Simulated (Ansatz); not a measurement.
In₄O₁₀H₈, a hydroxylated oxide cluster. The state is a triplet with charge 0. Geometry PBE-D4/def2-SVP, that of the neutral singlet; atoms count from 1.

Cartesian coordinates in Å:
```
In 0.966 0.223 1.540
In -0.928 -1.845 -0.082
In -1.564 1.818 0.411
In 1.856 -0.893 -1.375
O -0.435 1.848 -1.327
O -0.263 -0.986 -2.011
O -2.154 -3.393 -0.470
O 0.119 2.278 1.690
O 1.868 0.001 3.336
O -3.364 2.677 0.720
O 1.861 0.960 -0.347
O -1.184 -0.166 1.111
O 1.140 -1.739 0.407
O 3.093 -1.452 -2.857
H -0.637 1.019 -1.821
H -0.487 -1.453 -2.840
H -2.846 -3.426 0.220
H -0.106 2.509 2.612
H 2.081 -0.947 3.444
H -3.795 2.183 1.447
H 1.084 1.487 -0.765
H 3.695 -0.703 -3.044
```

In the def2 sets In takes a core potential; there is no spin–orbit coupling. At PBE0-D4/def2-SVP a singlet of charge 0 lies 4.04 eV below the triplet at the same geometry.

(1) Estimate the Mulliken populations from the PBE0/def2-SVP orbitals of Ansatz.

(2) Where does the spin sit?

(3) And the Mayer bond orders between heavy atoms (over 0.3)?

Results:

(1) 
```tsv
atom	charge (e)	spin (α − β)
In1	0.84	0.06
In2	0.76	0.24
In3	0.85	0.06
In4	0.79	0.18
O5	-0.53	0.02
O6	-0.53	0.00
O7	-0.46	0.08
O8	-0.51	0.02
O9	-0.47	0.05
O10	-0.46	0.04
O11	-0.51	0.09
O12	-0.58	0.36
O13	-0.45	0.68
O14	-0.46	0.06
H15	0.20	0.01
H16	0.22	0.02
H17	0.19	0.00
H18	0.22	0.01
H19	0.20	0.00
H20	0.19	0.00
H21	0.27	0.01
H22	0.20	0.00
```
Mulliken values depend strongly on the basis.

(2) Summed by element: In 0.55, O 1.40, H 0.05, of 2 unpaired in all. Largest on single atoms: O13 0.68, O12 0.36, In2 0.24.

(3) In1–O8 0.49 (2.23 Å); In1–O9 1.06 (2.02 Å); In1–O11 0.52 (2.21 Å); In1–O12 0.46 (2.23 Å); In1–O13 0.35 (2.27 Å); In2–O6 0.46 (2.21 Å); In2–O7 1.02 (2.01 Å); In2–O12 0.62 (2.08 Å); In2–O13 0.46 (2.13 Å); In3–O5 0.79 (2.07 Å); In3–O8 0.57 (2.16 Å); In3–O10 1.07 (2.02 Å); In3–O12 0.51 (2.14 Å); In4–O6 0.47 (2.21 Å); In4–O11 0.65 (2.12 Å); In4–O13 0.49 (2.10 Å); In4–O14 1.05 (2.01 Å).
